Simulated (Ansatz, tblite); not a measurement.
Cost and result up the ladder for the cluster Si₆H₃⁺ (9 atoms). Total charge 1; singlet. Geometry: PBE0-D4/def2-SVP.

```xyz
9

Si   -1.311    1.338    0.618
Si   -1.056   -1.131    0.007
Si    0.595   -0.066    1.223
Si   -1.220    0.392   -1.792
Si    1.049   -1.301   -1.135
Si    0.809    1.061   -0.783
H     1.724    2.186   -1.082
H    -1.987   -2.176    0.490
H     1.396   -0.303    2.455
```

Ansatz on 4 threads of Arm Neoverse V2 on a shared host; xTB runs through tblite on one thread. Times are rough, summed over both states, and most runs start from the orbitals of an earlier one. PBE0-D4/def2-TZVP serves as the yardstick here, not as an exact answer. The other state is a triplet.

The xTB rows come from tblite. The structure comes from a short search, and lower isomers may exist.

xTB has no spin-polarisation term.

```
                         level  functions  wall time  vertical triplet (eV)  difference from PBE0-D4/def2-TZVP (eV)
                      GFN1-xTB         60    0.018 s                   0.80                                   -1.34
                      GFN2-xTB         57    0.024 s                   1.43                                   -0.70
PBE-D4/def2-TZVP (with forces)        240       17 s                   2.08                                   -0.05
             PBE0-D4/def2-TZVP        240       31 s                   2.14                                    0.00
           r2SCAN-D4/def2-TZVP        240       41 s                   2.03                                   -0.11
```
